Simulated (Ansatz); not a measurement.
The input (input.yaml):

```yaml
crystal:
  periodic: [false, false, false]
  atoms:
    - { symbol: Ge, position_ang: [-0.025718, 0.045037, 0.046225] }
    - { symbol: H, position_ang: [0.008584, -0.014572, 1.569004] }
    - { symbol: F, position_ang: [1.581649, 0.013117, -0.584142] }
    - { symbol: Cl, position_ang: [-1.015613, 1.759839, -0.754687] }
    - { symbol: F, position_ang: [-0.801603, -1.362822, -0.584499] }
basis:
  gaussian: { orbitals: def2-SVP }
hamiltonian:
  xc: b3lyp
md:
  timestep: 1.0
  n_steps: 150
  ensemble: nvt_nose_hoover
  temperature: 2000.0
  initial_velocities: maxwell_boltzmann
  seed: 548845
  nose_hoover: { tau: 20.0, chain_length: 3 }
```

Run as:

```bash
$ ansatz run input.yaml --threads 1 --pin off --max-ram 2048MiB --backend cpu --events-out ev --progress --plain --runs-dir out
```

Hardware: 1 thread of Arm Neoverse V2 (shared host).

**Question.** Roughly how long does this run take, and how much memory?

**Answer.** 6.5 min, with a peak of 0.17 GiB, for 151 ionic steps.
